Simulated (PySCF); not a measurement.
**Electron correlation in S (sulfur, neutral)**

[Ne] 3s2 3p4, high-spin 3P determinant. All numbers are calculated (PySCF 2.14, no relativity, point nucleus, in def2-QZVPPD). Frozen: [Ne]; 6 electrons correlated.

| level | correlation energy (mhartree) |
| --- | --- |
| CCSD | -149.88 |
| (T) | -5.88 |
| CCSD(T) | -155.76 |

Diagnostics: T1 = 0.011, D1 = 0.0325, largest double amplitude 0.043.

Question: Is a single reference adequate?

Answer: Yes: T1 lies below 0.03 and no double amplitude reaches 0.07.
